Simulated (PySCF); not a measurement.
## Computed data sheet: `C=CC(=C)OCC`

C₆H₁₀O.
Atom-mapped SMILES: `[CH2:1]=[CH:2][C:3](=[CH2:4])[O:5][CH2:6][CH3:7]` (hydrogens: H8, H9 on C1; H10 on C2; H11, H12 on C4; H13, H14 on C6; H15, H16, H17 on C7)

Some functional groups and rings: C=C double bond and ether.

From GFN2-xTB geometry:

| Quantity | Value |
| --- | --- |
| Point group of the GFN2-xTB geometry | Cs |
| Rotational constants A, B, C of the GFN2-xTB geometry | 4.433, 1.742, 1.270 GHz |

From PBE0/def2-SVPD ground state and vertical TDDFT (core frozen in the response) (PySCF):

| Quantity | Value |
| --- | --- |
| Dipole moment | 1.04 D |
| HOMO energy | -6.50 eV |
| LUMO energy | -0.60 eV |
| HOMO–LUMO gap | 5.90 eV |
| Lowest singlet excitation | 5.56 eV (223 nm, f = 0.351) |
| Strongest line among the 6 lowest singlet transitions | S1 at 5.56 eV (223 nm, f = 0.351) |
| Lowest triplet excitation (Tamm–Dancoff) | 3.29 eV |
| Static isotropic polarisability | 81.8 au |
| Electronic spatial extent ⟨r²⟩ about the centre of nuclear charge | 960 bohr² |

PBE0/pcSseg-1 ground state and GIAO shieldings, non-relativistic (PySCF):

| Item | Value |
| --- | --- |
| Lowest Hirshfeld atomic charge | -0.15 e on C4 |
| Highest Hirshfeld atomic charge | +0.07 e on C3 |
| 13C chemical shifts (computed TMS as zero) by class | 166.9 (C3), 141.6 (C2), 121.7 (C1), 90.7 (C4), 65.1 (C6), 17.3 (C7) ppm |
| 1H chemical shifts (computed TMS as zero) by class | 6.31 (H10), 6.04 (H8), 5.43 (H9), 4.26 (H11), 4.15 (H12), 3.82 (H13/H14), 1.47 (H15/H16/H17) ppm |
| Isotropic shieldings of nuclei other than C and H, by class | 202 (O5) ppm |
| Mayer bond orders between heavy atoms | C1–C2 1.93, C2–C3 1.06, C3–C4 1.78, C3–O5 1.05, O5–C6 0.89, C6–C7 1.08 |

Monoisotopic mass (most abundant isotopes): 98.0732 u.

In atomic units the dipole is 0.41 e·bohr (1 au = 2.5417 D). The principal polarisabilities are 56.7, 85.5 and 103.1 au; their mean is the isotropic value. The vertical singlet–triplet gap S1 − T1 is 2.27 eV (TDDFT singlet less Tamm–Dancoff triplet; S1: HOMO→LUMO, weight 0.91; T1: HOMO→LUMO, weight 0.92). The largest Löwdin shares of the HOMO are 0.33 on C4, 0.20 on C3, 0.14 on C1 and 0.12 on O5. With B = h/(8π²I), that is 505.379 GHz u Å² over I, the principal moments of inertia are 114.0, 290.2 and 397.8 u Å² (most abundant isotopes); the inertial defect Ic − Ia − Ib is -6.4 u Å² (zero for a rigid planar frame, negative otherwise).

Isolated species at its GFN2-xTB geometry (one conformer only). NMR classes are plain means over equivalent atoms (diastereotopic ones count apart unless rotation or inversion swaps them), as if these changed places fast; in this geometry the members of some classes differ.

For the NMR shielding job (PBE0/pcSseg-1), the run took 14 s of wall time on Intel Xeon 6975P-C, one thread, shared host with 192 logical CPUs at a one-minute load of 16, and the process peaked at 0.77 GiB of memory.

Shape of the structure used: `[CH2:1]=[CH:2][C:3](=[CH2:4])[O:5][CH2:6][CH3:7]`: C1–C2–C3–C4 180°, C2–C3–O5–C6 180°, C3–O5–C6–C7 180°.
